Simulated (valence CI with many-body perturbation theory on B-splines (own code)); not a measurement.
Results of a calculation; reference values are marked as such.
# Nb36+ in three bases

Method: valence CI with perturbative core correlation (CI+MBPT): three valence electrons over a frozen Dirac-Fock core [He], radial functions for each j: 9 s, 9 p, 8 d, 6 f, 3 g, 1 h, with the one-electron correlation potential Σ1, the two-electron term Σ2, the three-electron term Σ3, Breit, model QED; selected CI, second order for the rest, scaled by the run's own slope (own B-spline code, finite nucleus).

The last digits are not significant, and no measured levels were compared; by estimate large intervals hold to a few tenths of a per cent, small ones and those within an open d or f shell to about a per cent.

The reference run has the lowest level (2s^2 2p1/2) J=1/2 and an ionisation energy of 5013.06 eV. Its largest variational space holds 10992 state functions.

Levels are named by their leading jj configuration (3d3/2^4 stands for four electrons in 3d with j = 3/2), which in mixed levels can hold well under half, so a name can repeat and another be missing. Letters in brackets count levels of one name in rising energy.

Changed runs:
A. basis 6 s, 6 p, 5 d, 3 f, 1 g
B. basis 5 s, 5 p, 4 d, 2 f

Excitation energies of the reference run in cm⁻¹, and shifts in cm⁻¹:

| Level | Reference | A | B |
| --- | --- | --- | --- |
| (2s 2p1/2^2) J=1/2 | 861812 | -86 | -222 |
| (2s^2 2p3/2) J=3/2 | 867846 | -2.2 | -22 |
| (2s 2p1/2 2p3/2) J=3/2 [a] | 1488800 | -160 | -472 |
| (2s 2p1/2 2p3/2) J=5/2 | 1668510 | -33 | -135 |
| (2s 2p1/2 2p3/2) J=3/2 [b] | 1973680 | +113 | +365 |
| (2s 2p1/2 2p3/2) J=1/2 | 2021580 | +81 | +308 |
| (2s 2p3/2^2) J=5/2 | 2512030 | -3.0 | -19 |
| (2s 2p3/2^2) J=1/2 | 2938050 | +114 | +438 |
| (2s 2p3/2^2) J=3/2 | 2947880 | +116 | +395 |
| (2p1/2^2 2p3/2) J=3/2 | 2953420 | +15 | +98 |
| (2p1/2 2p3/2^2) J=3/2 | 3659360 | -38 | -91 |
| (2p1/2 2p3/2^2) J=5/2 | 3779890 | +107 | +307 |
| Ionisation energy (eV) | 5013.06 | -0.014 | -0.06 |
